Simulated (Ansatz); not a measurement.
`CN(C)[CH2][AlH2]` and `C[N](C)[InH][SH]` differ in one atom or group.

Ansatz, PBE0-D4/def2-TZVP geometries, multiplicity 1. Each molecule was computed in one conformer, which needn't be the lowest.

Elements past krypton have def2 core potentials.

```csv
property,`CN(C)[CH2][AlH2]`
size of the dipole moment (PBE/def2-TZVPP) / D,0.93
HOMO energy (PBE/def2-TZVPP) / eV,-4.79
size of the dipole moment (B3LYP/def2-TZVPP) / D,0.92
HOMO energy (PBE0/def2-TZVPP) / eV,-6.09
LUMO energy (B3LYP/def2-TZVPP) / eV,-1.53
LUMO energy (PBE/def2-TZVPP) / eV,-2.09
```

Problem. Give the same properties after the change, and the shifts. (An estimate is asked.)

Solution. The calculation gave: 
```json
{"property": "size of the dipole moment (PBE/def2-TZVPP) / D", "`C[N](C)[InH][SH]`": "1.85", "shift": "0.92"}
{"property": "HOMO energy (PBE/def2-TZVPP) / eV", "`C[N](C)[InH][SH]`": "-4.94", "shift": "-0.15"}
{"property": "size of the dipole moment (B3LYP/def2-TZVPP) / D", "`C[N](C)[InH][SH]`": "1.78", "shift": "0.86"}
{"property": "HOMO energy (PBE0/def2-TZVPP) / eV", "`C[N](C)[InH][SH]`": "-6.12", "shift": "-0.03"}
{"property": "LUMO energy (B3LYP/def2-TZVPP) / eV", "`C[N](C)[InH][SH]`": "-1.23", "shift": "0.30"}
{"property": "LUMO energy (PBE/def2-TZVPP) / eV", "`C[N](C)[InH][SH]`": "-1.64", "shift": "0.45"}
```

Dipoles are sizes alone; their direction can turn.

B3LYP here is the variant with VWN-RPA as its local correlation; programs differ in this.
